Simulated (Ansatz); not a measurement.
CH3BeClO (SMILES C[O][Be][Cl]), singlet, at a GFN2-xTB geometry (such geometries of metal compounds can be far from the true shape), atoms displaced at random by about 0.03 Å a coordinate; PBE/6-31G, gradient in Ansatz (a quantum-chemistry and plane-wave program).

Here is a job for Ansatz.
Ansatz 0.2 input:
```yaml
crystal:
  periodic: [false, false, false]
  atoms:
    - {symbol: Be, position_ang: [0.07937390, 0.07727224, 0.13003209]}
    - {symbol: Cl, position_ang: [1.09131329, 0.34731027, 1.56010914]}
    - {symbol: O, position_ang: [-0.64973134, -0.22712961, -0.93612272]}
    - {symbol: C, position_ang: [-1.40351935, -0.55968195, -2.08159842]}
    - {symbol: H, position_ang: [-1.47357806, 0.31438913, -2.73415324]}
    - {symbol: H, position_ang: [-1.01920126, -1.44713569, -2.61310760]}
    - {symbol: H, position_ang: [-2.50080385, -0.84972430, -1.71774229]}
basis:
  gaussian:
    orbitals: 6-31G
hamiltonian:
  xc: pbe
output: {forces: true}
```

The log (banner, timings and long lists left out):

```
Functional definition: PBE
563 factors; integrals over basis functions are off by at most 2.0e-4 eV
mean field evaluation 1: about -16042.1564 eV, gradient 5.6e1 eV
mean field evaluation 2: about -16002.5952 eV, gradient 1.4e2 eV
mean field evaluation 4: about -16048.2744 eV, gradient 9.3e0 eV
mean field evaluation 8: about -16048.4779 eV, gradient 1.4e-1 eV
mean field -16048.47797623 eV, -589.7706875773 hartree, gradient 7.1e-5 eV, S^2 0.000000; 0 other end points of the search recorded, 0 dependent functions left out
the calculation of the forces begins
reference -16048.47800349 eV, -589.7706885793 hartree; 19, 19 occupied and 27, 27 virtual orbitals, 563 factors
Total energy: -16048.47800349 eV, -589.7706885793 hartree
Atom 0 at     0.079374     0.077272     0.130032 Å, force     0.878521     0.320890     1.266327 eV/Å
Atom 1 at     1.091313     0.347310     1.560109 Å, force     0.887627     0.314480     1.285016 eV/Å
Atom 2 at    -0.649731    -0.227130    -0.936123 Å, force    -1.462870    -0.796576    -2.600358 eV/Å
Atom 3 at    -1.403519    -0.559682    -2.081598 Å, force    -2.328307    -0.648005     1.178005 eV/Å
Atom 4 at    -1.473578     0.314389    -2.734153 Å, force    -0.036517     0.075873    -0.349427 eV/Å
Atom 5 at    -1.019201    -1.447136    -2.613108 Å, force     0.260846     0.163680     0.024739 eV/Å
Atom 6 at    -2.500804    -0.849724    -1.717742 Å, force     1.800700     0.569659    -0.804301 eV/Å
Dipole moment:    -0.399528    -0.114865    -0.590868 e Å
```
